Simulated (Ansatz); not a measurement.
Basis-set extrapolation for CH$_{5}$B$_{2}$Cl (`BCBCl`) (PBE0-D4/def2-TZVP geometry, frozen core, Ansatz 0.2.0). Multiplicity 1, RHF reference.

```json
{"": "HF", "def2-TZVPP": "-549.716280", "def2-QZVPP": "-549.733253"}
{"": "MP2 correlation", "def2-TZVPP": "-0.563359", "def2-QZVPP": "-0.606208"}
{"": "CCSD(T) correlation", "def2-TZVPP": "-0.638232", "def2-QZVPP": "not run"}
```

Energies in hartree. Use E(X) = E(∞) + A·exp(−7.88·√X) for Hartree–Fock and E(X) = E(∞) + B·X^(−2.97) for correlation, with X = 3 and 4, and add CCSD(T) minus MP2 of the smaller set to the MP2 limit.

Problem. What is the CCSD(T) energy at the basis-set limit?

Solution. HF limit: -549.733253 + (-0.016973) × 0.13774 = -549.73559. MP2 limit: -0.606208 + (-0.042849) × 0.74074 = -0.63795. Higher-order term: -0.638232 − (-0.563359) = -0.07487. Total: -550.44841 hartree, 2.56 eV below CCSD(T)/def2-TZVPP.
